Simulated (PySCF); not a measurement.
# Reading the logs of faulty runs: ClGeH4OSi

Calculated results; nothing here was measured. The program is PySCF 2.14.0, an open-source quantum chemistry code, run on an isolated molecule that a program drew, which may never have been made. The molecule is ClGeH4OSi (charge 0, doublet), drawn as the SMILES string `[OH][GeH2][SiH]Cl`.

Each row is a Hartree-Fock (HF) and frozen-core CCSD(T) single point in the cc-pV(D+d)Z basis, meant for a local HF minimum. Run 1 is clean. Each other run has one planted mistake out of seven kinds, and not every kind appears here: one electron removed, one electron added, multiplicity raised by two, geometry at a saddle point, minimal basis STO-3G, one bond length entered in bohr, all coordinates scaled. The reference is restricted for singlets and unrestricted otherwise, and also for a bond in bohr. Adding or removing an electron swaps singlet and doublet. Electrons count all cores. HOMO and LUMO are orbital energies over both spins, the gradient is its largest component, and the lowest frequency (negative if imaginary) is given only where the gradient is small. Bond lengths are over the 7 bonds as drawn. T1 is the CCSD diagnostic: over 0.02 (restricted) or 0.045 (unrestricted) a single reference is doubtful. Germanium has the cc-pVDZ-PP basis, with a core potential (ECP10MDF) in place of its 10 inner electrons, and its 3s, 3p and 3d shells are frozen in CCSD(T).

Geometry of the clean run:
```xyz
8
ClGeH4OSi, angstrom
O     1.4191    0.3018   -0.0240
Ge    0.4786   -0.3736    1.3360
Si    0.9347   -2.7368    1.4747
Cl   -0.3198   -3.6005    2.9031
H     1.0885    0.0958   -0.8863
H     0.9662    0.3976    2.5590
H    -1.0188   -0.1501    1.1016
H     2.3252   -3.0592    1.8649
```

| run | electrons | basis functions | <S^2> | HOMO (eV) | LUMO (eV) | gradient (hartree/bohr) | lowest frequency (cm^-1) | mean bond (Å) | longest bond (Å) | T1 | HF (hartree) | CCSD(T) (hartree) | mistake |
|---|---|---|---|---|---|---|---|---|---|---|---|---|---|
| 1 | 75 | 103 | 0.757 | -9.05 | 0.66 | 1.7e-05 | 39 | 1.6813 | 2.411 | 0.0144 | -1119.04465 | -1119.60542 | no fault |
| 2 | 75 | 103 | 3.767 | -4.79 | -2.58 | 3.8e-02 | - | 1.6813 | 2.411 | 0.0355 | -1118.83352 | -1119.40585 | multiplicity raised by two |
| 3 | 75 | 103 | 0.757 | -9.16 | 0.50 | 2.3e-02 | - | 1.7216 | 2.469 | 0.0150 | -1119.04046 | -1119.60464 | all coordinates scaled |
| 4 | 75 | 103 | 1.741 | -8.72 | 0.79 | 1.3e-02 | - | 1.9083 | 3.375 | 0.0166 | -1118.94899 | -1119.46802 | one bond length entered in bohr |
| 5 | 76 | 103 | 0.000 | -1.25 | 7.52 | 7.0e-02 | - | 1.6813 | 2.411 | 0.0120 | -1119.05313 | -1119.64024 | ? |
| 6 | 74 | 103 | 0.000 | -16.56 | -7.10 | 6.8e-02 | - | 1.6813 | 2.411 | 0.0213 | -1118.74594 | -1119.31195 | ? |

**Which mistake was planted in run 5, and what did it cost?**

It counts 76 electrons, one more than the clean run, at the same geometry and basis. So the mistake is: one electron added. Subtracting run 1 and multiplying by 627.51 kcal/mol a hartree, the energy moved by -5.3 kcal/mol in HF and -21.8 kcal/mol in CCSD(T).

**Which mistake was planted in run 6, and what did it cost?**

It counts 74 electrons, one fewer than the clean run, at the same geometry and basis. So the mistake is: one electron removed. Subtracting run 1 and multiplying by 627.51 kcal/mol a hartree, the energy moved by 187.4 kcal/mol in HF and 184.2 kcal/mol in CCSD(T).

Cautions from the logs. Run 6: T1 is over the limit, so its CCSD(T) energy is less reliable.
